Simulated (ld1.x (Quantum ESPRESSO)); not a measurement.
## u(r) = r·R(r): atom against pseudo-atom (sulfur (S))

Columns: radius, all-electron u(r) and pseudo u(r) of the 3p shell (level -7.02 eV) of sulfur in the configuration [Ne] 3s2 3p4; PBE, non-relativistic, RRKJ scheme, ld1.x (Quantum ESPRESSO) 7.5.

```tsv
r (bohr)	all-electron	pseudo
0.070	0.0988	-0.0028
0.140	0.2338	-0.0113
0.210	0.3134	-0.0259
0.280	0.3285	-0.0469
0.350	0.2923	-0.0747
0.420	0.2214	-0.1095
0.490	0.1303	-0.1509
0.560	0.0296	-0.1982
0.630	-0.0729	-0.2501
0.700	-0.1723	-0.3052
0.770	-0.2652	-0.3616
0.840	-0.3499	-0.4174
0.910	-0.4254	-0.4710
0.980	-0.4917	-0.5209
1.050	-0.5489	-0.5662
1.120	-0.5972	-0.6062
1.190	-0.6369	-0.6408
1.260	-0.6687	-0.6698
1.330	-0.6931	-0.6932
1.400	-0.7108	-0.7108
1.470	-0.7225	-0.7225
1.540	-0.7290	-0.7290
1.610	-0.7309	-0.7309
1.680	-0.7287	-0.7287
1.750	-0.7231	-0.7231
1.820	-0.7146	-0.7146
```

Problem. How many radial nodes do the two functions have?

Solution. The all-electron 3p function has n − l − 1 = 1; the pseudo-wave has 0, since the states of the same l below it are removed with the core.

Problem. At about which radius was the pseudo-wave matched?

Solution. 1.40 bohr, where the columns begin to agree (steps of 0.07 bohr).

Problem. Where does each function peak?

Solution. Outermost all-electron maximum near 1.61 bohr, pseudo maximum near 1.61 bohr (to the table’s step).

Problem. Is the pseudo-wave norm-conserving?

Solution. Yes: the RRKJ scheme keeps the norm inside the radius equal to the all-electron one, which fixes the energy derivative of the logarithmic derivative at the level.
